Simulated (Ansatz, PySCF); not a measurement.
Pair of molecules: HF (SMILES F) (first 2 atoms) with H2 (SMILES [H][H]); geometry from B3LYP-D3(BJ)/def2-TZVP, rigid monomers moved along the line of their centres of mass till H2···H3 is 1.78 Å.
(charge 0, multiplicity 1):
```csv
atom,x (Å),y (Å),z (Å)
F,0.0691,0.0916,-0.1267
H,0.1090,0.0822,0.7990
H,0.5590,0.0822,2.5205
H,-0.1856,0.0438,2.5533
```

Quantity: the interaction energy.

Counterpoise-corrected where a basis set is named; no monomer relaxation.

Frozen-core correlation. CBS(a, b) extrapolates the correlation energy as X⁻³ and adds the Hartree–Fock energy of set b.

The values were computed with Ansatz (a first-principles code); PySCF for the dispersion terms. Values without a source in brackets are computed.

Costs are ratios of core time to PBE/def2-TZVPPD (roughly 0.5 s), for whole runs (searches for the state included, and forces where a run took them) on one shared machine, so rough; each difference counts from -3.3 kJ/mol (CCSD(T)/CBS(aug-cc-pVTZ, aug-cc-pVQZ), a level with limits of its own).

A star marks coupled-cluster runs past 200 virtual orbitals, where the program's memory plan changes under this machine's limit, so their costs aren't comparable with smaller runs.

```tsv
level	basis functions	cost	difference (kJ/mol)
PBE/def2-TZVPPD	91	×1	-2.3
PBE-D3(BJ)/def2-TZVPPD	91	×1	-3.2
B3LYP/def2-TZVPPD	91	×1	0.2
B3LYP-D3(BJ)/def2-TZVPPD	91	×1	-1.2
PBE0/def2-TZVPPD	91	×1	-1.5
PBE0-D3(BJ)/def2-TZVPPD	91	×1	-2.2
CCSD(T)/aug-cc-pVDZ	50	×1	1.5
r2SCAN/def2-TZVPPD	91	×2	-0.3
wB97X-V/def2-TZVPPD	91	×3	-0.5
wB97M-V/def2-TZVPPD	91	×3	-0.1
CCSD(T)/aug-cc-pVTZ	115	×10	0.6
CCSD(T)/aug-cc-pVQZ	218	×100*	0.2
```
